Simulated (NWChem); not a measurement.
Everything below was run with NWChem. System: B$_{2}$O$_{2}$, charge 0, spin multiplicity 1, displaced from the optimised geometry.

Input file:

```
start mol
memory heap 100 mb stack 700 mb global 1900 mb
geometry units angstroms nocenter noautoz noautosym
  O      0.000000     0.000000    -3.824257
  B      0.000000     0.000000    -0.826223
  B      0.000000     0.000000     0.826223
  O      0.000000     0.000000     2.025437
end
basis spherical
  * library cc-pvdz
end
scf
  rhf
  nopen 0
  maxiter 100
  thresh 1e-7
  semidirect memsize 60000000 filesize 0
end
ccsd
  freeze core 4
  maxiter 60
end
task ccsd(t) energy
```

The output up to the point where the run's verdict is printed (cleaned and shortened):

```
             Northwest Computational Chemistry Package (NWChem) 7.3.0
             --------------------------------------------------------

                                NWChem Input Module
                                -------------------

 Scaling coordinates for geometry "geometry" by  1.889725989
 (inverse scale =  0.529177249)

                             Geometry "geometry" -> ""
                             -------------------------

 Output coordinates in angstroms (scale by  1.889725989 to convert to a.u.)

  No.       Tag          Charge          X              Y              Z
 ---- ---------------- ---------- -------------- -------------- --------------
    1 O                    8.0000     0.00000000     0.00000000    -3.82425700
    2 B                    5.0000     0.00000000     0.00000000    -0.82622300
    3 B                    5.0000     0.00000000     0.00000000     0.82622300
    4 O                    8.0000     0.00000000     0.00000000     2.02543700

 Effective nuclear repulsion energy (a.u.)      50.4810059053

            Nuclear Dipole moment (a.u.)
            ----------------------------
        X                 Y               Z
 ---------------- ---------------- ----------------
     0.0000000000     0.0000000000   -27.1942152222


 Summary of "ao basis" -> "" (spherical)
 ------------------------------------------------------------------------------
       Tag                 Description            Shells   Functions and Types
 ---------------- ------------------------------  ------  ---------------------
 *                          cc-pvdz                   on all atoms

 Summary of "ao basis" -> "ao basis" (spherical)
 ------------------------------------------------------------------------------
       Tag                 Description            Shells   Functions and Types
 ---------------- ------------------------------  ------  ---------------------
 O                          cc-pvdz                  6       14   3s2p1d
 B                          cc-pvdz                  6       14   3s2p1d

                                 NWChem SCF Module
[...]
  29     -0.4937410457 -2.856D-05  3.237D-04     1.85     0.00     1.77
  30     -0.4937587169 -1.767D-05  1.064D-04     1.59     0.00     1.52
  31     -0.4937718835 -1.317D-05  2.364D-04     1.74     0.00     1.67
  32     -0.4937840352 -1.215D-05  2.884D-05     1.70     0.00     1.63
  33     -0.4937976315 -1.360D-05  1.141D-04     1.17     0.00     1.12
  34     -0.4938108455 -1.321D-05  8.779D-05     1.21     0.00     1.16
  35     -0.4938204980 -9.652D-06  6.231D-05     1.20     0.00     1.16
  36     -0.4938410254 -2.053D-05  7.080D-05     1.02     0.00     0.97
  37     -0.4938613515 -2.033D-05  6.796D-05     1.05     0.00     1.01
  38     -0.4938774538 -1.610D-05  4.711D-05     1.01     0.00     0.97
  39     -0.4938944187 -1.696D-05  2.982D-05     1.40     0.00     1.34
  40     -0.4939140306 -1.961D-05  5.907D-05     1.19     0.00     1.15
  41     -0.4939295355 -1.550D-05  3.852D-06     1.16     0.00     1.12
  42     -0.4939386951 -9.160D-06  5.505D-05     1.06     0.00     1.02
  43     -0.4939415406 -2.845D-06  1.818D-05     1.28     0.00     1.22
  44     -0.4939433268 -1.786D-06  3.654D-05     1.66     0.00     1.61
  45     -0.4939435414 -2.146D-07  2.145D-05     1.09     0.00     1.05
  46     -0.4939439455 -4.041D-07  2.196D-05     1.39     0.00     1.32
  47     -0.4939439894 -4.384D-08  1.003D-05     1.53     0.00     1.47
  48     -0.4939438558  1.336D-07  1.593D-05     1.27     0.00     1.22
  49     -0.4939436941  1.617D-07  6.723D-06     1.54     0.00     1.49
  50     -0.4939433477  3.463D-07  8.528D-06     1.01     0.00     0.97
  51     -0.4939428373  5.104D-07  4.283D-06     1.05     0.00     1.01
  52     -0.4939422956  5.417D-07  4.291D-06     1.22     0.00     1.17
  53     -0.4939411910  1.105D-06  7.785D-06     1.08     0.00     1.04
  54     -0.4939402750  9.160D-07  3.095D-06     1.01     0.00     0.97
  55     -0.4939383806  1.894D-06  6.159D-06     1.13     0.00     1.09
  56     -0.4939365462  1.834D-06  5.866D-06     1.05     0.00     1.01
  57     -0.4939349280  1.618D-06  3.880D-06     1.07     0.00     1.02
  58     -0.4939336681  1.260D-06  4.203D-06     1.05     0.00     1.01
  59     -0.4939317788  1.889D-06  6.557D-06     1.04     0.00     1.00
  60     -0.4939306602  1.119D-06  2.314D-06     1.06     0.00     1.02
                  ****maximum iterations exceeded****
-------------------------------------------------------------------------

 -----------
 CCSD Energy
 -----------
 Reference energy:            -198.812463546601805
 CCSD corr. energy:             -0.493930660242622
 Total CCSD energy:           -199.306394206844431

 --------------------------------
 Spin Component Scaled (SCS) CCSD
 --------------------------------
 Same spin contribution:                 -0.091798820063962
 Same spin scaling factor:                1.130000000000000
 Opposite spin contribution:             -0.402131840178660
 Opposite spin scaling fact.:             1.270000000000000
 SCS-CCSD correlation energy:            -0.614440103699175
 Total SCS-CCSD energy:                -199.426903650300972

 routine      calls  cpu(0)   cpu-min  cpu-ave  cpu-max   i/o
 aoccsd          1     0.00     0.00     0.00     0.00    0.00
 iterdrv         1     0.05     0.05     0.05     0.05    0.00
 pampt          60     0.21     0.21     0.21     0.21    0.00
 t2pm           60     0.35     0.35     0.35     0.35    0.00
 sxy            60     0.72     0.72     0.72     0.72    0.00
 ints      4954080    58.18    58.18    58.18    58.18    0.00
 t2eri       18000     7.12     7.12     7.12     7.12    0.00
 idx2        18000     1.58     1.58     1.58     1.58    0.00
 idx34          60     0.17     0.17     0.17     0.17    0.00
 ht2pm          60     0.45     0.45     0.45     0.45    0.00
 itm            60     1.93     1.93     1.93     1.93    0.00
 pdiis          60     0.08     0.08     0.08     0.08    0.00
 Total                70.85    70.85    70.85    70.85    0.00
```

The run crashed. NWChem stopped with the message: ccsd(t) energy failed.
